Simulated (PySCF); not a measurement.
N-methylmethanimine (C₂H₅N), SMILES N(C)=C.

Coordinates come from a PBE0-D3(BJ)/def2-TZVP optimisation.

These are PBE/def2-TZVPD run with PySCF values and carry that method's errors.

Symmetry labels are those of the subgroup Cs that the program uses (full group Cs).

Computed valence orbital energies around the gap with their symmetry:
```tsv
orbital	symmetry	energy (eV)
HOMO−7	A'	-17.64
HOMO−6	A'	-14.30
HOMO−5	A'	-11.77
HOMO−4	A'	-11.29
HOMO−3	A"	-10.71
HOMO−2	A'	-9.14
HOMO−1	A"	-7.55
HOMO	A'	-5.91
LUMO	A"	-1.49
LUMO+1	A'	-0.04
LUMO+2	A'	0.62
LUMO+3	A'	1.17
```
